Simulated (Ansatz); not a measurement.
```yaml
crystal:
  periodic: [false, false, false]
  atoms:
    - {symbol: Si, position_ang: [-2.993660, -1.008170, -0.109464]}
    - {symbol: O, position_ang: [-1.639067, 0.100988, -0.552036]}
    - {symbol: Ga, position_ang: [-0.185667, 0.040002, 0.077145]}
    - {symbol: O, position_ang: [0.534356, -1.648233, 0.367327]}
    - {symbol: Si, position_ang: [1.896337, -2.353019, 0.970931]}
    - {symbol: O, position_ang: [1.389937, 1.132985, 0.039667]}
    - {symbol: Si, position_ang: [1.377061, 2.937607, -0.378929]}
    - {symbol: H, position_ang: [-4.423655, 0.824961, -0.589505]}
    - {symbol: H, position_ang: [-2.980434, -1.723780, -1.113040]}
    - {symbol: H, position_ang: [-3.378771, -1.001940, 1.419790]}
    - {symbol: H, position_ang: [2.876080, -2.504614, -0.275434]}
    - {symbol: H, position_ang: [1.676907, -3.616835, 0.963829]}
    - {symbol: H, position_ang: [2.652965, -1.758221, 2.100037]}
    - {symbol: H, position_ang: [0.548581, 3.692254, 0.541738]}
    - {symbol: H, position_ang: [2.948110, 3.248256, -0.686854]}
    - {symbol: H, position_ang: [0.698463, 3.130637, -1.710782]}
basis:
  gaussian: {orbitals: cc-pVDZ, point_charges: [{charge: 1.00, position_ang: [5.808, -0.390, 0.872]}]}
total_charge: -1
magnetization: {spin_polarized: true, initial_magnetization: 1}
hamiltonian: {xc: {name: wB97X-D}}
scf: {lower_state_search: light}
output: {forces: true}
```

```sh
$ ansatz run in.yaml --threads 2 --pin off --events-out ev --progress --plain --max-ram 32768MiB --backend cpu
```

Task: How does Ansatz answer? (An estimate is asked.)

Result: Ansatz gave: The input was rejected before any iteration.
```
Error: YAML parse error: error: line 24 column 19: hamiltonian.xc: no functional is named "wB97X-D"; the names, which are not case-sensitive, are SVWN5, SPW92, PBE, PBE0, PBEsol, revPBE, revPBE0, RPBE, rPW86-PBE, HSE06, wPBEh, LC-wPBE, HISS, HF, BLYP, B3LYP, B3LYP5, BHLYP, CAM-B3LYP, r2SCAN, r2SCANh, r2SCAN0, r2SCAN50, m-r2SCAN, B97, wB97, wB97X, wB97X-V, B97M-V, wB97M-V, B2PLYP, B2GP-PLYP, PBE0-DH, PBE-QIDH
22 | total_charge: -1
23 | magnetization: {spin_polarized: true, initial_magnetization: 1}
24 | hamiltonian: {xc: {name: wB97X-D}}
25 | scf: {lower_state_search: light}
26 | output: {forces: true}
```

HSE06 is defined as in plane-wave codes.
